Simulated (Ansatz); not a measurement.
Computed with Ansatz.

A structure relaxed at PBE0-D4/def2-TZVP, charge 0, multiplicity 1:

```csv
atom,x (Å),y (Å),z (Å)
C1,0.093,-1.241,-1.021
C2,0.013,-0.182,0.053
Si3,-0.596,1.527,-0.333
C4,0.366,-0.416,1.289
N5,0.570,-0.646,2.469
H6,0.767,-0.933,-1.825
H7,0.453,-2.191,-0.623
H8,-0.890,-1.413,-1.467
H9,0.257,2.154,-1.382
H10,-0.563,2.359,0.896
H11,-1.985,1.470,-0.865
H12,1.516,-0.489,2.808
```

Question: Give its formula and SMILES.

Answer: C3H7NSi, `CC([SiH3])=C=N`.

Question: Summarise the bond lengths by kind.

Answer: 2 × C–C 1.307 to 1.510 Å; 3 × C–H 1.091 to 1.094 Å; 1 × C–Si 1.855 Å; 3 × H–Si 1.484 to 1.490 Å; 1 × C–N 1.219 Å; 1 × H–N 1.017 Å.
